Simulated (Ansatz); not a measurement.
Born–Oppenheimer molecular dynamics of a periodic cell of 39 atoms, Si$_{2}$H$_{10}$O (contents 3 H2O + 6 SiH4, density as packed 0.64 g/cm³ with natural masses). It goes on from the last frame of an earlier run, with new velocities.

Computed with DFT PBEsol, scalar-relativistic, plane waves, PAW (Ansatz 0.2.0). Settings: accuracy low, cutoff 420 eV, k mesh 1x1x1, fermi-dirac smearing 0.05 eV, no spin polarisation.

```json
{
 "ensemble": "NVE (velocity Verlet)",
 "time step": "0.5 fs",
 "steps asked": "370",
 "starting velocities drawn for": "1500 K",
 "seed": "297234"
}
```

Frames 0.5 fs apart, positions in Å, forces in eV/Å.

Velocities at 115.0 fs (Å/ps):

```
O -17.35 5.65 6.52
H 63.92 -12.61 6.39
H 26.24 -47.54 -62.77
O -9.31 -0.49 5.93
H -5.28 29.26 -52.49
H 15.19 -15.19 -14.87
O -3.30 3.62 -18.46
H -31.66 -42.82 30.50
H 24.84 12.28 -1.94
Si 0.65 -5.60 -2.61
H 45.04 3.93 9.67
H -79.05 28.21 -20.10
H 30.54 -46.34 -81.98
H 38.88 -18.37 10.53
Si 5.72 -3.54 -0.10
H -52.26 26.59 -35.43
H 36.78 -28.18 -4.67
H -47.52 -23.97 17.39
H -4.75 14.44 31.57
Si -11.43 4.01 9.48
H 20.54 39.56 -28.79
H 17.92 -48.91 -9.24
H -11.03 -13.79 -37.39
H 67.71 27.21 18.38
Si 0.44 3.06 1.91
H -54.06 -3.60 5.46
H -4.87 -8.91 3.08
H -57.39 12.61 -10.46
H 7.35 -5.83 19.29
Si 2.62 -6.51 -5.43
H 0.49 -17.12 -15.56
H -10.10 67.91 51.58
H -44.78 -12.84 -29.88
H 15.56 55.60 -21.28
Si 15.77 1.55 3.30
H 23.16 5.66 39.43
H 9.71 12.97 38.59
H 89.24 45.04 36.95
H -38.53 21.38 21.05
```

```xyz
39
Lattice="8.6267 0.0000 0.0000 0.0000 8.6267 0.0000 0.0000 0.0000 8.6267" Properties=species:S:1:pos:R:3:forces:R:3 time_fs=115.0 energy_less_start_eV=0.180 T=1463
O 5.378 5.923 0.546 1.17 1.75 -0.07
H 5.946 6.532 -0.009 -0.75 -0.81 -0.97
H 5.713 6.431 1.306 -0.33 -0.38 1.65
O 6.135 3.417 1.779 -0.27 0.46 2.09
H 6.814 3.621 1.157 0.53 -0.05 -1.24
H 5.543 2.733 1.483 -0.23 -0.61 -0.76
O 7.199 7.197 2.516 -0.89 0.39 -0.65
H 7.203 7.706 3.345 0.48 -0.59 -0.02
H 7.832 6.469 2.438 0.18 0.11 0.91
Si 4.237 4.418 6.912 3.37 0.50 -0.34
H 3.017 3.835 6.744 -3.01 -0.75 -1.05
H 4.343 4.281 8.328 0.26 -0.29 1.07
H 5.216 3.316 6.316 -0.51 1.20 0.19
H 4.527 5.929 6.635 -0.37 -1.13 -0.27
Si 4.388 0.498 4.877 1.76 -0.56 -2.39
H 4.384 -1.032 5.068 0.20 0.63 -0.37
H 4.957 1.046 3.353 -0.27 -0.93 2.10
H 3.001 0.785 4.569 -0.89 0.58 0.64
H 5.340 1.025 5.905 -0.50 0.29 0.17
Si 2.670 9.012 1.234 -0.40 2.43 2.48
H 3.499 10.076 0.648 0.41 0.40 -0.19
H 1.385 9.783 1.703 0.58 -0.77 -0.53
H 2.570 8.065 0.233 -0.50 -1.85 -1.55
H 3.341 8.600 2.523 -0.20 -0.28 -0.49
Si 0.557 2.333 5.117 -3.85 -0.93 -0.49
H 0.293 0.836 5.162 0.87 0.14 0.13
H 0.256 2.905 6.421 0.05 0.16 0.86
H 1.736 2.959 4.628 1.04 0.19 -0.73
H -0.892 2.558 4.376 1.76 0.34 0.33
Si 8.297 7.013 7.996 -0.98 -0.77 -3.24
H 9.108 7.512 6.747 -0.29 0.04 1.24
H 8.349 5.540 7.888 0.39 -0.45 0.20
H 8.398 7.395 9.364 0.39 0.81 0.93
H 6.811 7.082 7.468 0.89 0.54 0.38
Si 2.851 4.836 2.357 -0.05 -3.61 1.16
H 2.545 3.799 1.218 0.25 0.85 0.76
H 1.715 4.605 3.416 0.77 0.04 -0.57
H 4.240 4.583 2.992 -0.83 0.21 -0.36
H 2.587 6.134 2.025 -0.25 2.70 -0.99
39
Lattice="8.6267 0.0000 0.0000 0.0000 8.6267 0.0000 0.0000 0.0000 8.6267" Properties=species:S:1:pos:R:3:forces:R:3 time_fs=115.5 energy_less_start_eV=0.339 T=1431
O 5.369 5.926 0.549 1.08 1.28 -1.75
H 5.977 6.524 -0.007 -1.16 -1.13 -0.81
H 5.726 6.407 1.276 0.16 0.42 3.11
O 6.130 3.416 1.782 0.67 0.66 1.10
H 6.812 3.635 1.129 -0.42 -0.30 -0.30
H 5.550 2.725 1.475 -0.22 -0.56 -0.71
O 7.198 7.199 2.506 -0.63 0.38 -0.24
H 7.187 7.684 3.360 0.43 -0.74 -0.39
H 7.845 6.475 2.438 0.00 0.26 0.87
Si 4.238 4.415 6.910 4.04 0.52 -0.68
H 3.036 3.836 6.748 -3.54 -0.98 -1.20
H 4.304 4.295 8.319 0.36 -0.35 1.34
H 5.230 3.294 6.276 -0.73 1.43 0.46
H 4.546 5.919 6.640 -0.40 -1.06 -0.31
Si 4.391 0.496 4.877 1.41 -0.22 -2.39
H 4.358 -1.018 5.050 0.28 0.38 -0.30
H 4.975 1.031 3.353 -0.33 -0.89 2.13
H 2.976 0.774 4.579 -0.45 0.55 0.67
H 5.337 1.032 5.921 -0.59 0.18 0.04
Si 2.664 9.014 1.239 0.27 2.09 1.87
H 3.510 10.096 0.634 0.09 0.04 0.01
H 1.394 9.758 1.697 0.31 -0.58 -0.40
H 2.564 8.056 0.212 -0.43 -1.39 -1.06
H 3.374 8.613 2.531 -0.37 -0.23 -0.72
Si 0.557 2.335 5.118 -4.21 -1.23 -0.29
H 0.268 0.834 5.165 0.94 0.22 0.12
H 0.253 2.901 6.423 0.06 0.17 0.86
H 1.709 2.965 4.622 1.41 0.36 -0.89
H -0.886 2.556 4.386 1.68 0.37 0.28
Si 8.298 7.009 7.993 -0.98 -0.07 -3.44
H 9.108 7.503 6.740 -0.26 0.03 1.25
H 8.344 5.574 7.914 0.40 -1.20 0.11
H 8.376 7.389 9.350 0.43 0.94 1.21
H 6.820 7.110 7.458 0.82 0.46 0.40
Si 2.858 4.836 2.358 0.22 -3.06 1.51
H 2.557 3.803 1.238 0.22 0.73 0.62
H 1.721 4.611 3.435 0.87 0.02 -0.66
H 4.283 4.606 3.010 -1.23 0.24 -0.56
H 2.567 6.147 2.035 -0.19 2.26 -0.89
39
Lattice="8.6267 0.0000 0.0000 0.0000 8.6267 0.0000 0.0000 0.0000 8.6267" Properties=species:S:1:pos:R:3:forces:R:3 time_fs=116.0 energy_less_start_eV=0.601 T=1379
O 5.361 5.929 0.552 0.89 0.81 -3.23
H 6.005 6.514 -0.007 -1.53 -1.35 -0.67
H 5.739 6.383 1.254 0.72 1.11 4.40
O 6.125 3.416 1.785 1.34 0.73 0.17
H 6.809 3.649 1.101 -1.17 -0.52 0.52
H 5.557 2.715 1.465 -0.13 -0.42 -0.61
O 7.196 7.201 2.497 -0.38 0.34 0.18
H 7.173 7.660 3.375 0.38 -0.83 -0.74
H 7.857 6.482 2.440 -0.18 0.39 0.81
Si 4.239 4.413 6.909 4.43 0.45 -0.94
H 3.046 3.835 6.748 -3.83 -1.11 -1.31
H 4.266 4.307 8.313 0.44 -0.39 1.53
H 5.243 3.276 6.236 -0.88 1.60 0.69
H 4.564 5.906 6.644 -0.41 -0.96 -0.34
Si 4.394 0.494 4.877 1.07 0.13 -2.34
H 4.333 -1.003 5.031 0.34 0.11 -0.22
H 4.992 1.014 3.359 -0.38 -0.84 2.13
H 2.950 0.764 4.590 -0.04 0.52 0.69
H 5.333 1.040 5.937 -0.67 0.08 -0.08
Si 2.658 9.016 1.244 0.97 1.65 1.20
H 3.521 10.116 0.619 -0.20 -0.27 0.18
H 1.405 9.731 1.691 -0.02 -0.36 -0.26
H 2.557 8.044 0.189 -0.35 -0.91 -0.54
H 3.407 8.626 2.538 -0.52 -0.19 -0.90
Si 0.557 2.336 5.119 -4.46 -1.47 -0.06
H 0.244 0.833 5.168 1.00 0.28 0.11
H 0.251 2.897 6.428 0.08 0.17 0.84
H 1.685 2.973 4.614 1.69 0.50 -1.01
H -0.877 2.554 4.396 1.56 0.41 0.22
Si 8.300 7.006 7.990 -0.97 0.70 -3.54
H 9.107 7.495 6.737 -0.22 0.03 1.24
H 8.341 5.604 7.940 0.40 -2.02 0.05
H 8.355 7.386 9.339 0.46 1.05 1.41
H 6.830 7.140 7.449 0.73 0.37 0.40
Si 2.866 4.837 2.360 0.40 -2.33 1.80
H 2.570 3.808 1.260 0.18 0.57 0.43
H 1.729 4.618 3.452 0.94 0.00 -0.74
H 4.324 4.629 3.026 -1.55 0.25 -0.71
H 2.547 6.167 2.042 -0.09 1.70 -0.77
39
Lattice="8.6267 0.0000 0.0000 0.0000 8.6267 0.0000 0.0000 0.0000 8.6267" Properties=species:S:1:pos:R:3:forces:R:3 time_fs=116.5 energy_less_start_eV=0.873 T=1325
O 5.353 5.932 0.554 0.79 0.58 -4.15
H 6.030 6.501 -0.009 -1.85 -1.47 -0.53
H 5.754 6.363 1.243 1.13 1.47 5.13
O 6.121 3.416 1.789 1.72 0.68 -0.64
H 6.803 3.662 1.074 -1.69 -0.69 1.18
H 5.564 2.704 1.453 0.00 -0.21 -0.46
O 7.194 7.203 2.488 -0.16 0.27 0.57
H 7.160 7.635 3.387 0.33 -0.86 -1.03
H 7.869 6.490 2.444 -0.34 0.49 0.72
Si 4.240 4.410 6.907 4.49 0.25 -1.10
H 3.048 3.831 6.746 -3.82 -1.10 -1.37
H 4.228 4.319 8.312 0.49 -0.42 1.59
H 5.254 3.261 6.198 -0.99 1.70 0.88
H 4.581 5.890 6.648 -0.41 -0.82 -0.38
Si 4.397 0.492 4.876 0.74 0.48 -2.26
H 4.308 -0.988 5.011 0.39 -0.19 -0.15
H 5.008 0.994 3.369 -0.42 -0.77 2.10
H 2.924 0.755 4.602 0.34 0.50 0.69
H 5.327 1.049 5.953 -0.73 -0.02 -0.19
Si 2.652 9.019 1.249 1.68 1.18 0.53
H 3.531 10.136 0.605 -0.44 -0.53 0.33
H 1.415 9.703 1.684 -0.42 -0.11 -0.09
H 2.549 8.029 0.165 -0.27 -0.46 -0.05
H 3.439 8.638 2.543 -0.66 -0.16 -1.05
Si 0.556 2.337 5.120 -4.57 -1.64 0.18
H 0.222 0.833 5.172 1.05 0.33 0.09
H 0.249 2.893 6.435 0.12 0.15 0.77
H 1.665 2.981 4.603 1.87 0.59 -1.09
H -0.863 2.554 4.408 1.40 0.45 0.15
Si 8.301 7.003 7.986 -0.95 1.49 -3.52
H 9.106 7.487 6.737 -0.16 0.04 1.19
H 8.338 5.630 7.967 0.39 -2.81 0.01
H 8.335 7.386 9.331 0.48 1.13 1.51
H 6.843 7.170 7.441 0.64 0.27 0.40
Si 2.874 4.837 2.362 0.51 -1.49 2.07
H 2.582 3.815 1.283 0.13 0.38 0.22
H 1.739 4.624 3.467 0.99 -0.02 -0.79
H 4.361 4.653 3.041 -1.80 0.25 -0.83
H 2.527 6.190 2.047 0.04 1.09 -0.64
39
Lattice="8.6267 0.0000 0.0000 0.0000 8.6267 0.0000 0.0000 0.0000 8.6267" Properties=species:S:1:pos:R:3:forces:R:3 time_fs=117.0 energy_less_start_eV=1.066 T=1286
O 5.345 5.935 0.556 1.00 0.72 -4.25
H 6.050 6.485 -0.012 -2.11 -1.50 -0.39
H 5.772 6.346 1.244 1.17 1.37 5.04
O 6.117 3.416 1.792 1.88 0.52 -1.31
H 6.793 3.673 1.049 -1.99 -0.78 1.66
H 5.570 2.693 1.441 0.14 0.04 -0.27
O 7.192 7.205 2.479 0.03 0.18 0.91
H 7.147 7.607 3.397 0.26 -0.82 -1.24
H 7.881 6.499 2.450 -0.46 0.54 0.61
Si 4.241 4.407 6.906 4.21 -0.09 -1.15
H 3.040 3.825 6.740 -3.51 -0.95 -1.37
H 4.192 4.330 8.313 0.53 -0.44 1.54
H 5.263 3.251 6.162 -1.07 1.77 1.05
H 4.597 5.873 6.650 -0.40 -0.65 -0.42
Si 4.401 0.491 4.875 0.44 0.80 -2.13
H 4.285 -0.973 4.992 0.43 -0.49 -0.08
H 5.024 0.973 3.384 -0.45 -0.69 2.02
H 2.899 0.747 4.617 0.67 0.49 0.68
H 5.319 1.057 5.968 -0.77 -0.12 -0.29
Si 2.647 9.021 1.254 2.39 0.70 -0.12
H 3.541 10.154 0.592 -0.65 -0.74 0.46
H 1.424 9.675 1.677 -0.87 0.16 0.10
H 2.541 8.014 0.140 -0.20 -0.06 0.38
H 3.469 8.650 2.545 -0.79 -0.13 -1.16
Si 0.555 2.338 5.120 -4.49 -1.71 0.40
H 0.203 0.833 5.176 1.10 0.36 0.08
H 0.247 2.890 6.443 0.15 0.12 0.68
H 1.649 2.991 4.590 1.92 0.61 -1.11
H -0.846 2.554 4.419 1.19 0.50 0.05
Si 8.302 7.000 7.983 -0.92 2.17 -3.39
H 9.104 7.478 6.739 -0.08 0.05 1.12
H 8.336 5.649 7.993 0.37 -3.47 0.00
H 8.316 7.388 9.327 0.49 1.17 1.49
H 6.857 7.201 7.433 0.53 0.18 0.38
Si 2.882 4.837 2.364 0.58 -0.62 2.33
H 2.595 3.823 1.307 0.07 0.15 -0.03
H 1.751 4.631 3.480 1.02 -0.04 -0.82
H 4.394 4.678 3.054 -1.98 0.22 -0.92
H 2.507 6.216 2.051 0.19 0.49 -0.51
```

Of the whole run (185 fs, mean temperature of the second half 1315 K): The conserved energy stayed within 0.46 meV per atom of its start (net change 0.031 meV per atom), so the integration is sound. A run of 0.18 ps of so small a system gives no equilibrium averages. Limits of this set-up: coarse k mesh, low accuracy level.

Time of the run: 28 min on 1 thread of Arm Neoverse N1 (shared host), peak memory 0.57 GiB.
